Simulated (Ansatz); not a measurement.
Consider the substitution at a C–Te bond: `C[Te][GeH3]` + `C[N](C)[In]([OH])[O][SiH3]` → `C[O][In]([O][SiH3])[N](C)C` + `[GeH3][TeH]`.

Computed with Ansatz on PBE0-D4/def2-TZVP structures; ΔE is electronic, products minus reactants. CBS: MP2 limit from def2 TZ/QZ plus the TZ coupled-cluster correction, frozen cores. Functionals use def2-TZVPP. def2 core potentials past Kr. For Ge, In, Te outer-core shells are correlated without core-valence functions, which leaves a few kJ/mol of doubt a bond. Scalar relativity is left out up to krypton. One conformer a species, not always the lowest.

CCSD(T)/CBS gives +0.74 eV.

(1) Another level gave +0.63 eV. Which?
A. CAM-B3LYP/def2-TZVPP
B. HF/def2-TZVPP
C. LC-ωPBE/def2-TZVPP
D. MP2/def2-TZVPP

Largest T1 diagnostic among the species: 0.015.

## Answers

(1) C. LC-ωPBE 0.63, MP2/def2-TZVPP 0.78, CAM-B3LYP 0.58, HF/def2-TZVPP 0.52 eV.

At CCSD(T), def2-SVP lies −0.34 eV from the extrapolated value and def2-TZVPP −0.07 eV. In def2-TZVPP, CCSD(T) changes the Hartree–Fock value by +0.15 eV (the triples alone add +0.02 eV) and MP2 by +0.26 eV. Leaving LDA and LC-ωPBE aside and taking each functional with its dispersion term where it has one, the values, not all of them listed here, spread over 0.11 eV, from CAM-B3LYP-D4 to PBE-QIDH. LDA lies −0.06 eV from PBE without D4.
